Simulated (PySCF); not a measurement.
J couplings in C$_{12}$H$_{14}$

Cartesian coordinates in Å; atom numbers follow the order of the lines, from 1:
```xyz
26

C    -3.1596    1.1103   -0.7303
C    -2.6778    1.6268    0.4146
C    -2.0093    0.5873    1.2133
C    -0.8372   -0.2710    0.5875
C    -0.3859   -0.0358   -0.8006
C     0.9938    0.3935   -1.1526
C     2.2249   -0.3473   -0.5750
C     2.9365    1.0112   -0.4441
C     1.5567    1.6889   -0.5128
C    -1.4314   -0.1618   -1.6449
C    -2.7310   -0.3410   -0.8810
C    -2.2589   -0.7235    0.5386
H    -3.6260    1.6778   -1.5391
H    -2.7142    2.6808    0.6974
H    -1.9659    0.6669    2.3025
H    -0.1438   -0.6704    1.3321
H     1.0850    0.4551   -2.2489
H     2.0025   -0.7808    0.4126
H     2.6862   -1.1283   -1.1981
H     3.5424    1.2374   -1.3351
H     3.5556    1.1867    0.4483
H     1.1286    1.8415    0.4904
H     1.4520    2.6248   -1.0821
H    -1.3955    0.0451   -2.7177
H    -3.4703   -1.0110   -1.3439
H    -2.6293   -1.6101    1.0590
```

Indirect spin–spin couplings were computed at B3LYP/pcJ-1 (without the spin–dipole term) (PySCF 2.14) on a PBE0-D3(BJ)/def2-SVP structure, for the isolated molecule, without vibrational or relativistic corrections. Couplings are averaged over pairs made equivalent by symmetry, fast rotation or ring inversion, so a value needn't be that of the named pair in this geometry, while other rotamers aren't included; one pair stands for each set, and the list holds a selection of those of at least 1.5 Hz over up to four bonds, among pairs with at least one H atom (others weren't computed).

Isotopes: ¹³C, ¹H.

| pair | bonds | J (Hz) |
| --- | --- | --- |
| C1, H13 | 1 | ? |
| C2, H14 | 1 | 173.6 |
| C3, H15 | 1 | 175.6 |
| C4, H16 | 1 | ? |
| C6, H17 | 1 | 136.6 |
| C7, H18 | 1 | 136.5 |
| C7, H19 | 1 | 145.2 |
| C8, H20 | 1 | 137.3 |
| C8, H21 | 1 | ? |
| C9, H22 | 1 | 138.3 |
| C9, H23 | 1 | ? |
| C10, H24 | 1 | 172.3 |
| C11, H25 | 1 | 151.7 |
| C12, H26 | 1 | ? |
| C6, H18 | 2 | -4.0 |
| C9, H20 | 2 | ? |
| C11, H13 | 2 | 7.9 |
| C4, H25 | 3 | 1.6 |
| C6, H24 | 3 | 3.8 |
| C10, H26 | 3 | ? |
| C12, H14 | 3 | 5.1 |
| H16, H26 | 3 | 6.8 |
| H19, H20 | 3 | ? |
| H21, H22 | 3 | 9.6 |
| H25, H26 | 3 | 7.7 |
| C1, H16 | 4 | 1.9 |

Estimate the withheld couplings, with signs.

Answers


- ¹J(C1,H13) = 174.3 Hz (bond length 1.093 Å, sp2 carbon)
- ¹J(C4,H16) = 172.9 Hz (bond length 1.093 Å, sp3 carbon)
- ¹J(C8,H21) = 144.2 Hz (bond length 1.100 Å, sp3 carbon)
- ¹J(C9,H23) = 145.6 Hz (bond length 1.100 Å, sp3 carbon)
- ¹J(C12,H26) = 180.6 Hz (bond length 1.093 Å, sp3 carbon)
- ²J(C9,H20) = -4.0 Hz (angle at C8 112°)
- ³J(C10,H26) = 3.7 Hz (dihedral angle 128°)
- ³J(H19,H20) = 9.2 Hz (dihedral angle 28°)
